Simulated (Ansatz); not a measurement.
Job for Ansatz (a program for electronic structure): R-CCSD(T)/def2-SVP on CH6OSn (SMILES C[O][SnH3]), a point of a bond scan (R = 1.714 Å). Elements past Kr take the def2 small-core potentials; no spin–orbit coupling. The run froze 11 orbitals, filled d shells among them.

Ansatz 0.2 input:
```yaml
crystal:
  periodic: [false, false, false]
  atoms:
    - {symbol: Sn, position_ang: [0.56358742, -0.14212840, 0.07113681]}
    - {symbol: O, position_ang: [-1.10911916, 0.87441601, -0.23959734]}
    - {symbol: C, position_ang: [-2.34967075, 0.19758908, -0.23043021]}
    - {symbol: H, position_ang: [0.67858636, -1.33286966, -1.15659762]}
    - {symbol: H, position_ang: [1.77657773, 1.04855157, -0.02640541]}
    - {symbol: H, position_ang: [0.44542760, -0.86791309, 1.61958641]}
    - {symbol: H, position_ang: [-2.55889749, -0.28012433, 0.73608768]}
    - {symbol: H, position_ang: [-2.41218816, -0.57268664, -1.01075683]}
    - {symbol: H, position_ang: [-3.13789932, 0.93059938, -0.41939475]}
basis:
  gaussian:
    orbitals: def2-SVP
    pivot_positions_ang: [[0.56358742, -0.14212840, 0.07113681], [-1.10911916, 0.87441601, -0.23959734], [-2.34967075, 0.19758908, -0.23043021], [0.67858636, -1.33286966, -1.15659762], [1.77657773, 1.04855157, -0.02640541], [0.44542760, -0.86791309, 1.61958641], [-2.55889749, -0.28012433, 0.73608768], [-2.41218816, -0.57268664, -1.01075683], [-3.13789932, 0.93059938, -0.41939475]]
magnetization: {spin_polarized: false}
correlation: {method: ccsd_t, electrons: outside_noble_gas}
scf: {lower_state_search: off}
output: {orbitals: {seedname: ./end}}
```

The head of its log:

```
WARN ansatz: RAYON_NUM_THREADS=1 ignored (pool sized by the plan → 1); use --threads N
Functional definition: HF
these checks for a lower state are left out or cut short: stability, starts, cluster_reference, orbital_swaps, neighbouring_geometries, increment
integrals: 0.09 GiB planned
1001 factors; integrals over basis functions are off by at most 3.5e-4 eV
mean field: 0.23 GiB planned
mean field evaluation 1: about -8962.0688 eV, gradient 3.2e1 eV
mean field evaluation 2: about -8962.1773 eV, gradient 3.2e1 eV
mean field evaluation 4: about -8964.5942 eV, gradient 3.0e0 eV
mean field evaluation 8: about -8964.6279 eV, gradient 1.4e-1 eV
mean field -8964.62801356 eV, -329.4440030553 hartree, gradient 1.8e-6 eV, S^2 0.000000; 0 other end points of the search recorded, 0 dependent functions left out
11 core orbitals not correlated
reference -8964.62801356 eV, -329.4440030553 hartree; 10, 10 occupied and 63, 63 virtual orbitals, 1001 factors
```

**Question.** Predict the final total energy.

**Answer.** -329.9207 hartree (reference determinant -329.4440, T1 diagnostic 0.012).
